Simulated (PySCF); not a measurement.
C3H7BO3, SMILES COB1COCO1. Atoms are numbered in the order given.

```xyz
14

C     -2.6527     0.0081     0.2146
O     -1.5328     0.7168    -0.2402
B     -0.2765     0.2600    -0.1006
C      0.3139    -1.0635     0.5529
O      1.6609    -1.0091     0.1037
C      1.9683     0.3172    -0.1888
O      0.7849     0.9863    -0.5531
H     -3.1442     0.5664     1.0272
H     -2.3950    -0.9971     0.5884
H     -3.3749    -0.1032    -0.6089
H      0.2529    -1.0567     1.6622
H     -0.1349    -2.0102     0.2126
H      2.4086     0.8374     0.6885
H      2.6885     0.3412    -1.0225
```

Geometry optimised at PBE0-D3(BJ)/def2-SVP. The structure was generated by enumeration, and PubChem lists no compound with its InChIKey, so it may never have been made. Other conformers were not sampled.

Level of theory: PySCF with KT2/pcSseg-1.

GIAO shieldings, no solvent; atoms listed in one row are averaged. δ = σ(ref) − σ: ¹³C against TMS (σ = 185.1 ppm); ¹⁷O against H2O (σ = 330.4 ppm); ¹¹B against BF3 (σ = 89.8 ppm); ¹H against TMS (σ = 31.47 ppm), references at their B3LYP-D3(BJ)/def2-TZVP geometries, non-relativistic.

Computed chemical shifts:
| nucleus | atoms | count | δ (ppm) |
|---|---|---|---|
| ¹³C | C6 | 1 | 102.8 |
| ¹³C | C1 | 1 | 59.5 |
| ¹³C | C4 | 1 | 54.7 |
| ¹⁷O | O7 | 1 | 185.2 |
| ¹⁷O | O2 | 1 | 103.9 |
| ¹⁷O | O5 | 1 | 62.6 |
| ¹¹B | B3 | 1 | 19.8 |
| ¹H | H14 | 1 | 5.71 |
| ¹H | H13 | 1 | 5.60 |
| ¹H | H8, H9, H10 | 3 | 4.03 |
| ¹H | H12 | 1 | 3.98 |
| ¹H | H11 | 1 | 3.55 |
